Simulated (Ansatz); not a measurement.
CH3Cl2NSi2, SMILES Cl[Si]1(Cl)C=N[SiH2]1.

Coordinates come from a ωB97X-D3(BJ)/def2-SVP optimisation. This is a generated structure with no PubChem entry under its InChIKey; it may be hypothetical.

Two levels are set side by side: PBE/def2-TZVPD (Ansatz, an electronic-structure program) and PBE0/def2-TZVPD (Ansatz). Energy differences of separate SCF runs at the same geometry; the states with an electron removed or added have multiplicity 2 and 2. Differences are taken from unrounded values.

```tsv
quantity	PBE
vertical ionisation energy (eV)	8.97
vertical singlet–triplet gap (eV)	2.79
```

These are the PBE values. What does PBE0 give? (The exact figures need the calculation; the answer reports its results.)


| quantity | PBE0 | PBE minus PBE0 |
|---|---|---|
| vertical ionisation energy (eV) | 9.12 | -0.15 |
| vertical singlet–triplet gap (eV) | 2.80 | -0.01 |

Here PBE gives about what the other level gives.
